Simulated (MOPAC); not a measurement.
MOPAC input (MNDO):

```
MNDO 1SCF UHF MS=0.5 GEO-OK AUX(PRECISION=9) THREADS=1
BaCl

Ba   -0.00000000 1   -0.00000000 1   -0.62886067 1
Cl    0.00000000 1    0.00000000 1    2.07154102 1
```

Output:

```
 *******************************************************************************
 **                                                                           **
 **                              MOPAC v23.2.5                                **
 **                                                                           **
 *******************************************************************************
 ** MOPAC's Digital Object Identifier: https://doi.org/10.5281/zenodo.6511958 **
 **                                                                           **
 ** Please cite the open-source release paper for use of this MOPAC version:  **
 ** J. E. Moussa and J. J. P. Stewart (2026)                                  **
 ** MOPAC: An open-source semiempirical molecular orbital program             **
 ** J. Open Source Softw., 11(119), 8025, https://doi.org/10.21105/joss.08025 **
 *******************************************************************************

                              MNDO CALCULATION RESULTS

 *******************************************************************************
 *  MNDO       - The MNDO Hamiltonian to be used
 *  GEO-OK     - OVERRIDE INTERATOMIC DISTANCE AND OTHER SAFETY CHECKS
 *  UHF        - UNRESTRICTED HARTREE-FOCK CALCULATION
 *  MS=        - IN MECI, MAGNETIC COMPONENT OF SPIN =  0.5
 *  1SCF       - DO 1 SCF AND THEN STOP
 *  AUX        - OUTPUT AUXILIARY INFORMATION
 *******************************************************************************
MNDO 1SCF UHF MS=0.5 GEO-OK AUX(PRECISION=9) THREADS=1
 BaCl

   ATOM   CHEMICAL          X               Y               Z
  NUMBER   SYMBOL      (ANGSTROMS)     (ANGSTROMS)     (ANGSTROMS)

     1      Ba         -0.00000000  *  -0.00000000  *  -0.62886067  *
     2      Cl          0.00000000  *   0.00000000  *   2.07154102  *

          CARTESIAN COORDINATES

    NO.       ATOM           X           Y           Z

     1        Ba         -0.0000     -0.0000     -0.6289
     2        Cl          0.0000      0.0000      2.0715

 Cl: (MNDO): M.J.S.DEWAR, H.S.RZEPA, J. COMP. CHEM., 4, 158, (1983)
 Ba: (MNDO): J. J. P. STEWART, J. MOL. MOD., 10, 155-164 (2004)

           Empirical Formula: Ba Cl  =     2 atoms

      MOLECULAR POINT GROUP   :   C*v

          UHF CALCULATION, NO. OF ALPHA ELECTRONS =    5
                           NO. OF BETA  ELECTRONS =    4

 -------------------------------------------------------------------------------
 MNDO 1SCF UHF MS=0.5 GEO-OK AUX(PRECISION=9) THREADS=1
 BaCl

     1SCF WAS SPECIFIED, SO BFGS WAS NOT USED
     SCF FIELD WAS ACHIEVED

                              MNDO CALCULATION
                                                       MOPAC v23.2.5 Linux

          FINAL HEAT OF FORMATION =        -34.48477 KCAL/MOL =    -144.28427 KJ/MOL

          COSMO AREA              =        159.69 SQUARE ANGSTROMS
          COSMO VOLUME            =        185.79 CUBIC ANGSTROMS

          IONIZATION POTENTIAL    =          5.547591 EV
          ALPHA SOMO LUMO (EV)    =         -5.548  0.621
          BETA  SOMO LUMO (EV)    =        -11.244 -0.535
          NO. OF ALPHA ELECTRONS  =          5
          NO. OF BETA  ELECTRONS  =          4
          MOLECULAR WEIGHT        =        172.7830         POINT GROUP:  C*v

          MOLECULAR DIMENSIONS (Angstroms)

            Atom       Atom       Distance
           Cl     2   Ba     1     2.70040
           Cl     2   Ba     1     0.00000
           Ba     1   Cl     2     0.00000

          SCF CALCULATIONS        =          1

   ATOM   CHEMICAL          X               Y               Z
  NUMBER   SYMBOL      (ANGSTROMS)     (ANGSTROMS)     (ANGSTROMS)

     1      Ba         -0.00000000  *  -0.00000000  *  -0.62886067  *
     2      Cl          0.00000000  *   0.00000000  *   2.07154102  *

                             CARTESIAN COORDINATES

   1   Ba       -0.000000000    -0.000000000    -0.628860670
   2   Cl        0.000000000     0.000000000     2.071541020

           Empirical Formula: Ba Cl  =     2 atoms

      MOLECULAR POINT GROUP   :   C*v

          ALPHA EIGENVALUES
 -22.55291 -12.26732 -11.26209 -11.26209  -5.54759   0.62071   0.62071   1.51539

           BETA EIGENVALUES
 -22.45809 -11.94131 -11.24420 -11.24420  -0.53545   0.97180   0.97180   1.89649

              NET ATOMIC CHARGES AND DIPOLE CONTRIBUTIONS

  ATOM NO.   TYPE          CHARGE      No. of ELECS.   s-Pop       p-Pop
    1         Ba           0.516513        1.4835     0.95156     0.53193
    2         Cl          -0.516513        7.5165     1.95751     5.55900
 DIPOLE           X         Y         Z       TOTAL
 POINT-CHG.     0.000     0.000    -6.699     6.699
 HYBRID        -0.000     0.000     2.060     2.060
 SUM           -0.000     0.000    -4.640     4.640

          ATOMIC ORBITAL ELECTRON POPULATIONS

     Atom    s        px        py        pz
    1 Ba   0.95156   0.08068   0.08068   0.37057
    2 Cl   1.95751   1.91932   1.91932   1.72036

                    (SZ)    =    0.500000
                    (S**2)  =    0.750376

          ATOMIC ORBITAL SPIN POPULATIONS

    Atom   Total    s     px     py     pz
         Atomic
    1 Ba  0.9582  0.715  0.003  0.003  0.237
    2 Cl  0.0418 -0.001 -0.003 -0.003  0.049

 **********************
 *                    *
 * JOB ENDED NORMALLY *
 *                    *
 **********************

 == MOPAC DONE ==
```
